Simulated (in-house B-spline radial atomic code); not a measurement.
Values are calculated unless marked as measured or tabulated.
**Extrapolating the RPA correlation energy in partial waves: the strontium ion Sr⁸⁺**

All-electron RPA on PBE0 orbitals from a B-spline radial code for spherical atoms, scalar-relativistic (spin-free one-electron X2C), finite nucleus, configuration [Ar] 3d10 4s2. With empty states up to angular momentum L the sums are:

| L | E_c(L) (hartree) |
| --- | --- |
| 4 | -2.014342 |
| 5 | -2.140830 |
| 6 | -2.202558 |

For large l each further wave adds A/(l + 1/2)⁴, because the basis must build the cusp where two electrons meet.

Problem. Estimate the limit from L = 5 and L = 6.

Solution. Wave 6 adds -0.061728, against a sum of (l + 1/2)⁻⁴ of 5.60204e-04, so A = -110.19. The sum over l > 6 is ζ(4, 7.5) = 9.6207e-04, close to 1/(3 × 7³) = 9.7182e-04. The tail is -0.106009 and the limit -2.30857 hartree.

Problem. How good is the estimate?

Solution. A run to L = 11 sums to -2.27501 and extrapolates to -2.28984 hartree, 1.09 millihartree from the run before, so it has not settled and is itself too deep. The estimate differs from that by -18.73 millihartree, while the bare sum at L = 6 misses 87.3 millihartree (3.8 %).
